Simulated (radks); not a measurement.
Neutral gold inside a hard spherical wall (all orbitals vanish at R), configuration held at [Xe] 4f14 5d10 6s1 and not refilled when levels cross. All-electron calculation, scalar-relativistic Kohn-Sham, PBEsol, spin-polarised, spherical densities, finite nucleus; open shells are filled with parallel spins first (spin-orbit coupling, left out, can overturn this in heavy ions); Fermi nuclear charge, rms radius 5.4371 fm. Program: a radial shooting solver on a logarithmic mesh with Libxc functionals. Eigenvalues in eV for spin up, with the zero of energy where the potential of the charges vanishes at infinity; a dash marks a level that is unbound or too diffuse for the functional's potential to be trusted. A positive occupied level is held by the wall or, in an anion where self-interaction has pushed it up, behind a barrier. The pressure on the wall is -dE/dV.

R (bohr)  E (hartree)  kinetic (hartree)    e(4f)    e(5p)   e(5d)   e(6s)  e(6p, empty)  e(7s, empty)  pressure (GPa)
free      -19002.3744          21247.173  -81.171  -59.783  -7.012  -6.130             -             -               0
20        -19002.3744          21247.173  -81.171  -59.783  -7.012  -6.130        -0.937             -        < 0.0001
15        -19002.3744          21247.173  -81.171  -59.783  -7.012  -6.130        -0.930         0.335        < 0.0001
12        -19002.3743          21247.173  -81.170  -59.783  -7.011  -6.130        -0.894         0.810        0.000116
8         -19002.3732          21247.185  -81.101  -59.714  -6.947  -6.063        -0.443         3.867          0.0551
7         -19002.3700          21247.211  -80.964  -59.580  -6.825  -5.925         0.024         6.281           0.275
6         -19002.3577          21247.299  -80.570  -59.199  -6.481  -5.515         1.040        10.779            1.48
